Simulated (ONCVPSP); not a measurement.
Co: from the effect back to the setting (ONCV)

Base potential:

| Property | Result |
| --- | --- |
| Element | cobalt (Co) |
| Generator | ONCVPSP 4.0.1 |
| Type | optimised norm-conserving Vanderbilt (ONCV) |
| Functional | Wu-Cohen |
| Relativity | scalar-relativistic |
| Frozen core | [Ne] |
| Valence charge | 17 |
| Reference configuration | 3s2 3p6 3d7.5 4s1.5 |
| Partial waves | 3s+4s: rc 1.55 bohr, ncon 4, nbas 7, qcut 8.4 1/bohr, 2 projectors; 3p: rc 0.85 bohr, ncon 5, nbas 8, qcut 11 1/bohr, 1 projector; 3d: rc 1.65 bohr, ncon 4, nbas 8, qcut 8.4 1/bohr, 1 projector |
| Local potential | polynomial inside 0.60 bohr (lpopt 5, dvloc0 -1 Ha) |
| Core correction | Teter function, fcfact 4, rcfact 1.2 |

Cutoffs, loose and tight: the cutoffs (Ha) at which the residual kinetic energy of the hardest occupied pseudo-wave falls to 1 and 0.1 mHa per electron. They do not see the model core or the augmentation charge, which bear on the density cutoff. Test errors are all-electron minus pseudo excitation energies from the reference, over the configurations 3s2 3p6 3d7 4s2; 3s2 3p6 3d7 4s1; 3s2 3p6 3d7 4s0; 3s2 3p5 3d7 4s2; variants that change the core or the reference have their own tests.

Only the scale of all radii but the core radius (base = 1) is moved:

```tsv
scale of all radii but the core radius (base = 1)	cutoff, loose	cutoff, tight	bound ghosts	largest test error (meV)	median size of the test errors
0.82	105 Ha	216 Ha	none	-226	5.0 meV
0.92	115 Ha	271 Ha	none	-305	7.6 meV
0.99	101 Ha	244 Ha	none	-367	9.8 meV
1.09	58 Ha	197 Ha	none	-444	12.9 meV
1.31	35 Ha	42 Ha	none	-601	24.2 meV
```

One more run gave cutoff, loose: 35 Ha; cutoff, tight: 95 Ha; bound ghosts: none; largest test error (meV): -525; median size of the test errors: 17.6 meV. Which value of the scale of all radii but the core radius (base = 1) was used?

1.2. The median size of the test errors moves one way along this sweep, from 5.0 meV at 0.82 to 24.2 meV at 1.31, which places the run between 1.09 and 1.31.
